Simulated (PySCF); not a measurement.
Compound: C₅H₉FO₂.
Atom-mapped SMILES: `[CH3:1][C@@H:2]([CH2:3][CH2:4][F:5])[C:6](=[O:7])[OH:8]` (hydrogens: H9, H10, H11 on C1; H12 on C2; H13, H14 on C3; H15, H16 on C4; H17 on O8)

Theory: PBE0/def2-SV(P) geometry optimisation, gas phase in PySCF.

(1) List the bond lengths, angles and torsions at this level.

## Answers

(1) 
```
                 bond  length (pm)
                C1–C2        153.3
                C2–C3        152.6
                C3–C4        151.3
                C4–F5        137.8
                C2–C6        151.3
                C6=O7        120.4
                C6–O8        134.1
C1–H9, C1–H10, C1–H11        110.3
               C2–H12        110.4
               C3–H13        110.4
               C3–H14        110.5
               C4–H15        110.4
               C4–H16        110.5
               O8–H17         97.6
```

Bonds in one row agree within 1 pm and their mean is given. A selection of angles:
```
     angle  degrees
  C2–C1–H9    110.9
 C2–C1–H11    110.0
 H9–C1–H10    108.5
  C1–C2–C3    112.1
  C1–C2–C6    109.6
 C1–C2–H12    108.0
  C3–C2–C6    111.2
 C3–C2–H12    108.9
 C6–C2–H12    106.9
  C2–C3–C4    113.9
 C2–C3–H13    109.6
 C2–C3–H14    108.6
 C4–C3–H13    108.4
 C4–C3–H14    108.5
H13–C3–H14    107.5
  C3–C4–F5    110.1
 C3–C4–H15    111.1
 C3–C4–H16    110.5
 F5–C4–H15    108.2
 F5–C4–H16    108.1
H15–C4–H16    108.6
  C2–C6–O7    125.9
  C2–C6–O8    111.9
  O7–C6–O8    122.2
 C6–O8–H17    106.9
```

Dihedral angles: C1–C2–C3–C4 -170° (antiperiplanar); C2–C3–C4–F5 59° (synclinal); C1–C2–C6–O7 -109° (anticlinal); H17–O8–C6–C2 -178° (antiperiplanar).

Of the pairs four or more bonds apart, F5···H12 is among the closest relative to their van der Waals radii: 2.54 Å, 95 % of the sum of Bondi's values. The C–O distances run from 1.204 Å (C6=O7, drawn double) to 1.341 Å (C6–O8, drawn single), a spread of 0.137 Å.

Point group: C1 (no symmetry element, even within 0.4 Å). PBE0/def2-SV(P) frequencies: not computed here. The numbers are those of one conformer (C1–C2–C3–C4 -170°, C2–C3–C4–F5 59°, C1–C2–C6–O7 -109°, C2–C6–O8–H -178°).
